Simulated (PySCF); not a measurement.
Start geometry of `Cc1nc(C#CC(Cl)Cl)ns1` from GFN2-xTB (Å):
```
atom  x, y, z in Å
C1    -3.5081   -0.0593    0.1659
C2    -2.1245   -0.5719    0.1388
N3    -1.0540    0.1414    0.1668
C4     0.0441   -0.6551    0.1271
C5     1.3395   -0.1030    0.1480
C6     2.4645    0.3275    0.1642
C7     3.7668    0.9207    0.1861
Cl8    3.9699    2.0017   -1.2307
Cl9    3.9822    1.8685    1.6941
N10   -0.1443   -1.9545    0.0704
S11   -1.7312   -2.2879    0.0609
H12   -4.0468   -0.3762   -0.7262
H13   -4.0386   -0.4471    1.0346
H14   -3.4895    1.0264    0.2100
H15    4.5655    0.1768    0.1493
```

**Question.** What comes out of this run: PBE0-D3(BJ)/def2-SVP geometry optimisation, gas phase (PySCF 2.14.0)?

**Answer.** 
```
atom  x, y, z in Å
C1    -3.5370   -0.0490    0.1814
C2    -2.1473   -0.5769    0.1512
N3    -1.0723    0.1546    0.1820
C4     0.0315   -0.6542    0.1359
C5     1.3425   -0.0873    0.1526
C6     2.4534    0.3964    0.1657
C7     3.7923    0.9389    0.1783
Cl8    4.1587    1.7730   -1.3584
Cl9    4.0263    2.0330    1.5717
N10   -0.1269   -1.9601    0.0736
S11   -1.7476   -2.2670    0.0675
H12   -4.0966   -0.3524   -0.7162
H13   -4.0846   -0.4210    1.0604
H14   -3.4959    1.0464    0.2235
H15    4.5400    0.1421    0.2832
```

The energy falls by 7.2 kJ/mol over 6 energy and gradient evaluations, the largest force component goes from 0.0217 to 3.1e-04 Eh/bohr, and the atoms move by 0.093 Å rms after alignment. The bond that changes most is N10–S11 (pyridine-type nitrogen to ring sulfur), which lengthens by 0.028 Å. Bonds longer at the end by more than 0.005 Å: 11 of 15; shorter: 3. Among the angles that change most is C4–N10–S11, from 110.1° to 107.6°. Rotational constants go from 1704, 251.5, 250.7 to 1708, 247.4, 242.7 MHz. The orientation of the end geometry is arbitrary; only internal coordinates are fixed.

The run used 186 basis functions and 46 SCF cycles in all.

PBE0-D3(BJ)/def2-SVP frequencies: not computed here.
